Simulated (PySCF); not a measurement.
# Radial density of Cl (chlorine, neutral)

UHF, [Ne] 3s2 3p5, 2P determinant. Calculation: PySCF 2.14, in aug-cc-pVDZ-DK; the spin-free X2C one-electron Hamiltonian (Gaussian nucleus).

```
r (bohr)  4πr²ρ (e/bohr)  4πr²(ρα − ρβ)
 0.00127         0.07736         0.0000
 0.00213          0.2066         0.0000
 0.00358          0.5276         0.0000
 0.00603           1.319         0.0001
  0.0101           3.146         0.0001
  0.0171           6.877         0.0004
  0.0287           12.90         0.0013
  0.0482           18.76         0.0054
  0.0811           18.44         0.0222
   0.136           13.47         0.0730
   0.230           16.83         0.1329
   0.386           17.88         0.0611
   0.650           6.145         0.0462
    1.09           4.110         0.5255
    1.84           3.540         0.5246
    3.09          0.6733         0.0938
    5.20         0.01859         0.0010
    8.74       7.566e-05         0.0000
```

Densities and radii are taken from the X2C orbitals without a picture-change correction, which distorts them close to the nucleus.
